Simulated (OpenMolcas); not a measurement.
Ag2+ in KCdF3: curves along the breathing mode

Ag2+ with its 6 nearest fluoride ions, on the Cd site of idealised cubic KCdF3 (a = 4.302 Å, distance in the model lattice 2.151 Å). The rest of the host is ab initio model potentials to 7.6 Å, with orthogonalisation functions on the cations behind the ligands, and point charges beyond; the distance is set by hand and nothing relaxes. Ligand basis ANO-RCC-VDZP.

- Program: OpenMolcas
- Method: CASSCF
- Basis: ANO-RCC-VDZP [6s5p3d1f]
- Scalar Hamiltonian: DKH2, point nucleus
- Active space: 9 electrons in 5 orbitals (4d)
- State averaging: 2S+1 = 2 even, 5 roots
- Spin-orbit coupling: state interaction with AMFI integrals over the reference wave functions

Spin-free energies (labels of O, the rotations of Oh) in cm-1 above the lowest fitted minimum, as all ligands move together:

| R (Å) | 2E | 2T2 |
| --- | --- | --- |
| 2.069 | 460 | 14160 |
| 2.118 | 220 | 12320 |
| 2.167 | 2910 | 13640 |
| 2.215 | 8270 | 17840 |
| 2.264 | 16490 | 25030 |
| 2.313 | 27550 | 35220 |
| 2.362 | 41640 | 48550 |

Cubic fits give the following; the wavenumber is harmonic, with the mass of all moving ligands, small differences in it between states hang on the degree of the fit, a number in brackets counts states of one label, and the table is a selection of at most 14 states with clean curves.

```tsv
State	R0 (Å)	Breathing mode (cm-1)	Minimum (cm-1)
2E	2.097	587	0
2T2	2.122	610	12360
```

The minimum of 2T2 is shifted by +0.0255 Å against 2E (from the unrounded fits). With M = 114.0 u for the moving shell, the Huang-Rhys factor in this mode is S = M ω ΔR² / 2ħ = 0.01483 × 114.0 × 587 × 0.0255² = 0.65. Only the first shell moves, against a rigid host.

An orbital doublet at a regular site is open to a Jahn-Teller distortion, which this geometry leaves out. With metal d orbitals alone the field can be off either way by tens of per cent. Ligand-to-metal charge-transfer states are missing. No measured value stands beside these numbers.
